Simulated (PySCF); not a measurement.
**Correlation energy of Br⁺ (bromine, charge +1)**

[Ar] 3d10 4s2 4p4, high-spin 3P determinant. Calculation: PySCF 2.14, in aug-cc-pVDZ-PP with ECP10MDF (5s4p3d, 32 functions); scalar relativity through the core potential. Frozen: 3s2 3p6 3d10; 6 electrons correlated.

| level | correlation energy (mhartree) |
| --- | --- |
| CCSD | -90.52 |
| (T) | -1.13 |
| CCSD(T) | -91.65 |
| CCSDT | -91.88 |

Diagnostics: T1 = 0.0068, D1 = 0.0211, largest double amplitude 0.039.

Is a single reference adequate?

Yes, within this model without spin-orbit coupling: T1 lies below 0.03 and no double amplitude reaches 0.07.
